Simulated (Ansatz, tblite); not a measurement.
Forces on Sn₉H₁₅ at its PBE-D4/def2-SVP geometry. Charge 0, multiplicity 2.

In the def2 sets Sn takes a core potential; there is no spin–orbit coupling. The xTB rows come from tblite. Single mean-field runs in def2-TZVP are fitted with def2-universal-jkfit.

GFN2-xTB (tblite), largest force 0.47 eV/Å:

```xyz
24
positions Å, forces eV/Å
Sn    0.237   -2.732    1.575    0.080    0.153    0.010
Sn    2.948    0.934    0.785   -0.107   -0.085    0.059
Sn    0.803   -1.124   -2.720   -0.188    0.153    0.084
Sn   -3.256   -0.773   -0.713    0.261    0.287   -0.077
Sn   -0.675    2.998   -1.342   -0.106   -0.338    0.040
Sn    2.058   -1.542   -0.214    0.176   -0.119    0.017
Sn   -2.095   -1.185    1.829   -0.120   -0.446   -0.109
Sn    0.854    2.793    1.027    0.271    0.163   -0.217
Sn   -1.483    0.536   -2.496   -0.188    0.057   -0.338
H     0.992   -2.941    3.125   -0.152   -0.123   -0.215
H    -0.191   -4.312    0.999    0.098    0.178    0.206
H     3.710    0.705    2.331    0.018    0.112   -0.273
H     4.153    1.578   -0.287   -0.090   -0.083    0.265
H     0.364   -2.661   -3.401    0.238    0.253   -0.005
H     1.960   -0.423   -3.812   -0.153   -0.292    0.095
H    -3.696   -2.322   -1.366   -0.131    0.252    0.167
H    -4.731    0.129   -0.541    0.116   -0.336   -0.022
H     0.280    3.869   -2.505   -0.247    0.034    0.230
H    -2.072    3.983   -1.024    0.325    0.028   -0.124
H     3.427   -2.604   -0.426   -0.100    0.079    0.049
H    -3.226   -1.936    2.917    0.162    0.254    0.010
H    -1.676    0.359    2.501   -0.134   -0.166    0.057
H     1.499    4.358    1.429   -0.164   -0.199    0.135
H    -0.185    2.313    2.330    0.136    0.184   -0.043
```

r2SCAN-D4/def2-TZVP (Ansatz), largest force 0.31 eV/Å:

```
Sn 0.026 -0.098 0.067
Sn 0.131 0.022 0.035
Sn 0.057 -0.056 -0.120
Sn -0.136 -0.035 -0.031
Sn -0.032 0.135 -0.071
Sn 0.054 -0.054 -0.013
Sn -0.032 0.041 0.088
Sn -0.018 0.056 0.091
Sn 0.108 -0.046 0.238
H -0.122 0.023 -0.249
H 0.070 0.254 0.096
H -0.119 0.044 -0.263
H -0.200 -0.105 0.184
H 0.065 0.239 0.107
H -0.180 -0.104 0.168
H 0.069 0.250 0.104
H 0.234 -0.148 -0.032
H -0.155 -0.140 0.191
H 0.230 -0.158 -0.057
H -0.225 0.176 0.031
H 0.192 0.134 -0.186
H -0.088 -0.277 -0.104
H -0.112 -0.254 -0.064
H 0.184 0.101 -0.211
```

PBE0-D4/def2-TZVP (Ansatz), largest force 0.35 eV/Å:

```
Sn 0.026 -0.089 0.055
Sn 0.121 0.015 0.026
Sn 0.076 -0.065 -0.098
Sn -0.132 -0.046 -0.013
Sn -0.016 0.141 -0.057
Sn 0.027 -0.037 -0.023
Sn -0.018 0.062 0.072
Sn -0.034 0.034 0.079
Sn 0.147 -0.060 0.310
H -0.130 0.039 -0.267
H 0.071 0.273 0.091
H -0.140 0.043 -0.278
H -0.219 -0.112 0.185
H 0.056 0.257 0.122
H -0.197 -0.098 0.186
H 0.086 0.264 0.103
H 0.259 -0.145 -0.034
H -0.160 -0.160 0.196
H 0.238 -0.182 -0.056
H -0.258 0.202 0.036
H 0.209 0.135 -0.212
H -0.078 -0.279 -0.119
H -0.117 -0.278 -0.080
H 0.182 0.085 -0.226
```
